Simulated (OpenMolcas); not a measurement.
**Tc³⁺: from RASSCF to RASPT2**

```yaml
Program: OpenMolcas 26.06
Basis: ANO-RCC-VTZP [7s6p4d2f1g]
Scalar_Hamiltonian: DKH2, point nucleus
Active_space: 10 electrons in 8 orbitals (RAS1 4p, at most 2 holes; RAS2 4d)
State_averaging: 2S+1 = 5 even, 5 roots; 2S+1 = 3 even, 45 roots; 2S+1 = 1 even, 49 roots
Spin-orbit_coupling: state interaction with AMFI integrals over the reference wave functions, term energies averaged over their components
```

Methods on the same reference wave functions:
A. RASSCF
B. SS-RASPT2, IPEA 0.25 Eh, imaginary shift 0.1 Eh (closed shells correlated: 4s)
C. MS-RASPT2, IPEA 0.25 Eh, imaginary shift 0.1 Eh (closed shells correlated: 4s)

Energies in cm⁻¹ above 4d⁴ ⁵D₀.

```csv
Level,A,B,C
4d⁴ ⁵D₀,0.0,0.0,0.0
4d⁴ ⁵D₁,351,358,356
4d⁴ ⁵D₂,965,978,972
4d⁴ ⁵D₃,1760,1770,1762
4d⁴ ⁵D₄,2680,2680,2670
4d⁴ ³P₀(1),16035,15070,15040
4d⁴ ³P₁(1),17897,16930,16860
4d⁴ ³H₄,19081,16060,16060
4d⁴ ³H₅,20012,16910,16900
4d⁴ ³F₂(1),20271,18330,18340
4d⁴ ³F₃(1) [64 %],20363,18120,18130
4d⁴ ³P₂(1),20585,19560,19440
4d⁴ ³H₆,20765,17630,17620
4d⁴ ³F₄(1) [69 %],20900,18700,18660
4d⁴ ³G₃ [65 %],23512,20560,20520
4d⁴ ³G₄ [72 %],24086,21020,20960
4d⁴ ³G₅,24771,21510,21500
4d⁴ ³D₃,28355,24750,24740
4d⁴ ³D₂,28473,24950,24970
4d⁴ ³D₁,28939,25380,25380
4d⁴ ¹G₄(1),29418,26700,26650
4d⁴ ¹I₆,29859,24910,24900
4d⁴ ¹S₀,31297,29470,29410
4d⁴ ¹D₂(1),34187,30670,30630
```

Between B and C the level of the table that moves most is 4d⁴ ³P₂(1), by 110 cm-1 (lowest in C, highest in B). Moves below CASPT2's spread within the term are not significant.

From A to B the spin-free energies of the other terms of 4d⁴ shown, above ⁵D, scale by factors of 0.82 to 0.94, as is usual when dynamic correlation screens the repulsion within a d or f shell.

The lowest spin-free term lies below A's lowest term by 0.296 hartree in B, 0.296 hartree in C.

CASPT2 breaks the degeneracy within a term, and the mean is taken; among the terms shown or strongly mixed into the levels shown the widest spread is 2100 cm-1 (4d⁴ ¹I, C). Active for correlation alone: 4p; no level in the range computed is led by a configuration that opens it, so any true level of that kind is missing. Without dynamic correlation excited terms often stand tens of per cent too high (terms of higher spin than the ground term too low), and those without a measured partner can miss by more than the paired ones (holds for A). The CASPT2 spread within a term exceeds the gap to the next term for 4d⁴ ¹I and 4d⁴ ³D, so the order of their levels is uncertain (holds for C). Levels of configurations outside the active space are missing. The table leaves out levels that lie high or whose names do not pair safely across all columns.

A share in square brackets marks a mixed level and gives the weight of the term that names it, the lowest over the columns. A number in round brackets counts repeated terms of one configuration in the order of the reference energies.
